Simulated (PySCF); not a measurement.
**Bromine: highly charged ions in a basis for the neutral atom**

Br(6+) [Ar] 3d10 4s1, Br(7+) [Ar] 3d10. Calculation: PySCF 2.14, in 6-31G*; no relativity, point nucleus. No spin-orbit coupling, so a gap to NIST mixes the basis error with missing relativistic terms.

Changed run: basis of the neutral atom used for a highly charged ion. This setting is unsound on purpose.

| species | method | sound run (hartree) | changed run (hartree) | converged |
| --- | --- | --- | --- | --- |
| Br(6+) | UHF | not run | -2562.71955 | yes |
| Br(6+) | MN15 | not run | -2564.54748 | yes |
| Br(6+) | r2SCAN | not run | -2564.15163 | yes |
| Br(7+) | UHF | not run | -2559.05129 | yes |
| Br(7+) | MN15 | not run | -2560.86426 | yes |
| Br(7+) | r2SCAN | not run | -2560.43249 | yes |

Ionisation energy of Br(6+):

```tsv
method	changed run (eV)	NIST (eV)
UHF	99.818	103.03 ± 0.19
MN15	100.23	103.03 ± 0.19
r2SCAN	101.20	103.03 ± 0.19
```

The contracted functions were made for the neutral atom and can be too rigid for a highly charged ion.
